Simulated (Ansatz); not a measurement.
Total energies of C₆H₁₆Cl₂N₂Ti, SMILES `CC(C)[NH][Ti]([Cl])([Cl])[NH]C(C)C`.

Z-matrix (Å, degrees):
```
Ti
N 1 1.850
Cl 1 2.228 2 108.5
N 1 1.850 2 105.6 3 123.1
Cl 1 2.224 2 109.1 3 -122.3
C 1 3.067 2 19.1 3 130.9
H 1 2.433 2 22.8 3 -52.9
H 1 2.417 2 111.2 3 146.7
C 4 1.455 1 136.6 2 -78.5
C 6 1.522 1 116.9 2 81.5
C 6 1.521 1 123.6 2 -64.9
H 6 1.094 1 81.9 2 -172.1
C 9 1.517 4 110.6 1 13.1
C 9 1.522 4 110.3 1 136.8
H 9 1.100 4 108.3 1 -105.1
H 10 1.091 6 110.7 1 30.4
H 10 1.093 6 110.8 1 151.1
H 10 1.094 6 110.6 1 -89.3
H 11 1.095 6 110.5 1 87.3
H 11 1.093 6 110.9 1 -153.3
H 11 1.092 6 111.0 1 -32.5
H 13 1.091 9 111.4 4 -58.4
H 13 1.092 9 110.2 4 -178.4
H 13 1.094 9 110.6 4 62.1
H 14 1.093 9 110.5 4 177.0
H 14 1.093 9 111.3 4 57.1
H 14 1.093 9 110.5 4 -63.1
```

The species carries charge 0 and has multiplicity 1. Correlated methods include outer-core shells of Ti, which these sets cover unevenly. Scalar relativity is left out up to krypton. The geometry is a stationary point of PBE0-D4/def2-TZVP. It is one conformer, not always the lowest. Basis def2-TZVPP, Ansatz 0.2.0.

RPA on PBE orbitals: Hartree–Fock energy of these orbitals -2113.01065 Eh, correlation -3.74924 Eh (frozen core).

```csv
functional,energy without D4 (Eh),D4 term (kJ/mol)
PBE0,-2117.09996,-71.6
LC-ωPBE,-2117.37134,–
```

**Question.** Give the same for LDA (SPW92), PBE, revPBE, BLYP, r2SCAN, B97M-V, B3LYP, r2SCANh, r2SCAN0, HSE06 (plane-wave form), BHLYP, CAM-B3LYP, ωB97X-V, ωB97M-V, B2PLYP, PBE-QIDH. (An estimate is asked.)

**Answer.** Ansatz gave: 
| functional | energy without D4 (Eh) | D4 term (kJ/mol) |
| --- | --- | --- |
| LDA (SPW92) | -2109.90274 | – |
| PBE | -2116.97487 | -82.0 |
| revPBE | -2117.65289 | -229.7 |
| BLYP | -2117.87758 | -171.5 |
| r2SCAN | -2117.74665 | -24.2 |
| B97M-V | -2117.58363 | – |
| B3LYP | -2118.08786 | -128.9 |
| r2SCANh | -2117.71106 | -25.7 |
| r2SCAN0 | -2117.66166 | -28.0 |
| HSE06 (plane-wave form) | -2117.05577 | -67.2 |
| BHLYP | -2117.75541 | -99.6 |
| CAM-B3LYP | -2117.89165 | -73.5 |
| ωB97X-V | -2117.66696 | – |
| ωB97M-V | -2117.73981 | – |
| B2PLYP | -2117.29697 | – |
| PBE-QIDH | -2116.78186 | – |

B3LYP takes the VWN-RPA correlation (the form of Gaussian; ORCA's B3LYP/G). HSE06 is the plane-wave form, built on full-range PBE exchange. The double hybrids freeze the cores in their second-order part.

LC-ωPBE has ω = 0.4 bohr⁻¹.
